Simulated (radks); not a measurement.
Question: The tin ion Sn8+, configuration [Kr] 4d6 (the NIST ground configuration). All-electron calculation, scalar-relativistic Kohn-Sham, LDA (Slater exchange, VWN5 correlation), spin-polarised, spherical densities, finite nucleus; open shells are filled with parallel spins first (spin-orbit coupling, left out, can overturn this in heavy ions); Fermi nuclear charge, rms radius 4.6519 fm. Program: a radial shooting solver on a logarithmic mesh with Libxc functionals. Some entries of the table are withheld. Estimate them.

orbital  occ.  eigenvalue (hartree)  <r> (bohr)
1s up       1             -1070.073     0.02908
1s down     1             -1070.071     0.02908
2s up       1             -165.9818      0.1256
2s down     1             -165.9343      0.1256
2p up       3             -149.6243      0.1096
2p down     3             -149.5863      0.1096
3s up       1             -36.08211      0.3396
3s down     1             -36.04922      0.3395
3p up       3             -30.73807      0.3377
3p down     3             -30.70260      0.3375
3d up       5             -22.50058      0.3141
3d down     5             -22.45416      0.3139
4s up       1              -9.74731      0.7966
4s down     1              -9.59061      0.7963
4p up       3              -8.06660      0.8473
4p down     3              -7.90968      0.8478
4d up       5              -5.55538         (1)
4d down     1              -5.40326         (2)

Answer: 
(1) 4d up <r> (bohr): 0.9548
(2) 4d down <r> (bohr): 0.9591
